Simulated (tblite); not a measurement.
Run record: tight-binding relaxation, `CP(C)P([SiH3])P[SiH3]`.

Computed with GFN2-xTB geometry optimisation, gas phase (tblite 0.8.0). Start geometry: from a force field or distance geometry. The command runs a driver script over a list of jobs; the input below is this job's line of settings and its coordinates in Å.

Command:
```bash
OMP_NUM_THREADS=1 python probes_run.py task.json out
```

Input:
```
{"job": {"kind": "relax", "xc": "GFN2-xTB", "basis": "xTB"}, "charge": 0, "multiplicity": 1}
C     -2.826000     0.562300    -0.622000
P     -1.511000    -0.652200    -0.971500
C     -1.894100    -1.893300     0.342600
P      0.148400     0.423400     0.177600
Si     0.747900     2.017500    -1.240700
P      1.816800    -1.103500    -0.136100
Si     3.444100    -0.233600     1.107500
H     -2.676600     1.485700    -1.195600
H     -2.894600     0.830200     0.439000
H     -3.806600     0.147000    -0.912500
H     -2.042000    -1.436200     1.323500
H     -2.836800    -2.411100     0.085300
H     -1.122800    -2.645800     0.425300
H      1.950400     2.710200    -0.709200
H      1.060600     1.455000    -2.579300
H     -0.368400     2.995400    -1.353400
H      1.396400    -2.091900     0.781500
H      2.918300     0.057100     2.467600
H      3.935600     1.012700     0.479600
H      4.555300    -1.218400     1.219900
```

Output:
```
step      E/eV     max force
  0    -597.18707    1.457
  1    -597.28665    0.961
  2    -597.34918    0.391
  3    -597.36519    0.402
  4    -597.39279    0.478
  5    -597.41499    0.539
  6    -597.43453    0.360
  7    -597.44320    0.167
  8    -597.44911    0.166
  9    -597.45490    0.237
... (87 lines left out)
 97    -597.49008    0.027
 98    -597.49015    0.028
 99    -597.49021    0.017
100    -597.49025    0.014
101    -597.49027    0.011
102    -597.49030    0.014
103    -597.49033    0.014
104    -597.49035    0.014
105    -597.49037    0.011
106    -597.49038    0.010
```

«max force» is the largest atomic force in eV/Å.

Q: From which step on does the largest force stay under 0.1 eV/Å, and how much energy is left to gain from there?

A: From step 15 (0.083 eV/Å), 11.8 meV above the end.

Summary of the converged run: energy lowered by 7.0 kcal/mol over 106 steps; largest atomic force 0.010 eV/Å at the end.

Q: Where do the atoms end?

A: 0.207 Å rms from the input after alignment:
```
atom  x, y, z in Å
C1    -2.7679    0.5941   -0.5313
P2    -1.3949   -0.5835   -0.9371
C3    -1.8446   -1.9293    0.2556
P4     0.1691    0.3841    0.2580
Si5    0.7382    1.9313   -1.2722
P6     1.7551   -1.0263   -0.1798
Si7    3.3303   -0.1480    1.1509
H8    -2.6356    1.5170   -1.0943
H9    -2.7893    0.8193    0.5345
H10   -3.7107    0.1345   -0.8262
H11   -1.9689   -1.5355    1.2653
H12   -2.7735   -2.3914   -0.0799
H13   -1.0590   -2.6855    0.2522
H14    2.0702    2.4175   -0.9009
H15    0.7372    1.4014   -2.6375
H16   -0.2524    3.0023   -1.1301
H17    1.3347   -1.9441    0.7741
H18    2.8001    0.3957    2.4040
H19    4.0075    0.9110    0.3966
H20    4.2492   -1.2538    1.4273
```

Hardware: Arm Neoverse V2, one thread (shared host).
Labels such as C1 count atoms from 1, the log's own numbers from 0.
